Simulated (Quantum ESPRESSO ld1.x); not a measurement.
Neutral rhenium, configuration [Kr] 4d10 4f14 5s2 5p4 5d5 6s2 5f2 (not the ground configuration). Method: Dirac Kohn-Sham, revPBE, spin-unpolarised, spherical densities, point nucleus; open shells are shared between the two j in proportion to 2j + 1; computed with ld1.x of Quantum ESPRESSO 7.5.

Normalised radial functions P(r) = r R(r) (large component), r in bohr:

```
   r/bohr * 5p3/2, o 6s1/2 (the largest magnitude, 0.982, reaches the edge; | marks zero, & curves that meet)
 0.001117                             *o
 0.001878                             *o
 0.003134                             * o
 0.005271                             |*o
 0.008796                             | &
  0.01479                             |o *
  0.02469                            o|     *
  0.04119                          o  |      *
  0.06929                           o |  *
   0.1156                     *       |  o
   0.1945                       *     | o
   0.3245                      o      |            *
   0.5458                             |  &
   0.9107  *                          |         o
     1.52        *         o          |
    2.556         o               *   |
    4.265                      o      *
    7.174                             &
    11.97                             &
    20.14                             &
     33.6                             &
```

5p3/2: eigenvalue -63.851 eV, 3 radial nodes at r = 0.0801, 0.231, 0.571 bohr, <r> = 1.21 bohr, 90 % of the charge inside 1.75 bohr. 6s1/2: eigenvalue -17.101 eV, 5 radial nodes at r = 0.0214, 0.0855, 0.221, 0.505, 1.21 bohr, <r> = 2.54 bohr, 90 % of the charge inside 3.64 bohr.
